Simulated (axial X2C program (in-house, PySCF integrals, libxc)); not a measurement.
## Which molecule has these constants?

Calculated with an axial X2C code built on PySCF integrals, spin-free (one-electron X2C) or two-component (2c: spin–orbit coupling with atomic mean-field Coulomb and Gaunt terms, which also bring small scalar terms), in Dyall basis sets with cores contracted in-house; open shells are unrestricted.

A two-component CCSD(T) calculation in a Dyall 3-zeta basis gave Re = 1.841 Å, ωe = 1073.1 cm⁻¹, De = 0.21 eV, Ω = 1/2.

**Question.** Which molecule is it?
A. InH⁺
B. NaIn⁺
C. LiIn⁺

**Answer.** A. The others have LiIn⁺ 3.210 Å and 195.8 cm⁻¹ (Ω = 1/2); NaIn⁺ 3.553 Å and 103.0 cm⁻¹ (Ω = 1/2).

Frozen shells (counts by l): InH⁺ In 4s3p1d, H none, 13 electrons correlated; LiIn⁺ In 4s3p1d, Li 1s, 13 electrons correlated; NaIn⁺ In 4s3p2d, Na 2s1p, 3 electrons correlated. Coupled cluster in natural virtuals with an MP2 remainder. Where the outer core of a metal is frozen, bonds come out longer and ionisation energies lower.

Each entry is the lowest single determinant of a limited PBE0 search at one distance. De goes to single-determinant-based atoms at the same level (for ions the charge split of lowest energy) and is withheld (n/a) where an atom does not fit its ground term or J level. Main or longest-lived isotopes.
